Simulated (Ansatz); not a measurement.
`[OH][Ga]([SH])[Br]`, relaxed with RKS PBE0-D4/def2-TZVP in Ansatz 0.2.0 from a PBE-D4/def2-SVP geometry. The force threshold is 0.005 eV/Å; the program also tests the step.

Total charge 0; spin multiplicity 1.

Start:

```xyz
6

O     0.516   -1.446    0.585
Ga    0.316   -0.038   -0.513
S    -0.949    1.731   -0.106
Br    1.492   -0.140   -2.470
H    -0.010   -1.359    1.402
H    -1.365    1.251    1.102
```

(1) How much energy does the relaxation release, and in how many steps? (Best estimate.)

(2) Which bonds change most? (Best estimate.)

(3) Give the relaxed structure. (Estimate.)

Answers

(1) The calculation gave: 0.02 eV, in 6 steps.

(2) Ansatz gave: Ga2–S3 from 2.213 to 2.188 Å; O1–Ga2 from 1.796 to 1.774 Å; Ga2–Br4 from 2.286 to 2.265 Å; S3–H6 from 1.364 to 1.344 Å.

(3) Computed: 
```xyz
6

O     0.502   -1.425    0.580
Ga    0.313   -0.038   -0.509
S    -0.940    1.711   -0.106
Br    1.479   -0.134   -2.448
H    -0.001   -1.362    1.395
H    -1.353    1.248    1.087
```
